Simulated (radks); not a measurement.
Ionisation of neutral nitrogen, [He] 2s2 2p3, to [He] 2s2 2p2 as the strength of local exchange is varied. Method: Dirac Kohn-Sham, Slater X-alpha exchange (alpha = 2/3 is LDA exchange), no correlation, spin-unpolarised, spherical densities, finite nucleus; open shells fill j = l - 1/2 first; Fermi nuclear charge, rms radius 2.5582 fm; computed with a radial shooting solver on a logarithmic mesh with Libxc functionals.

alpha  E(N) (hartree)  exchange (hartree)  IE (eV)  -e of the level emptied (eV)  <r> of it (bohr)
0.612       -53.13714            -5.16218   11.651                 5.413 (2p3/2)             1.540
0.667       -53.60275            -5.66711   12.374                 6.002 (2p3/2)             1.509
0.718       -54.03752            -6.14123   13.064                 6.570 (2p3/2)             1.481
0.822       -54.93306            -7.12563   14.525                 7.793 (2p3/2)             1.429
0.928       -55.85815            -8.15314   16.088                 9.126 (2p3/2)             1.381

NIST Atomic Spectra Database: 14.534 eV (measured). The Delta-SCF value meets it near alpha = 0.82. Spin polarisation and multiplet splitting are left out, so open shells lie too high by an amount that depends on their filling.

Beside tabulated values, note that spin-unpolarised runs miss the spin-polarisation part of the exchange energy of open shells.
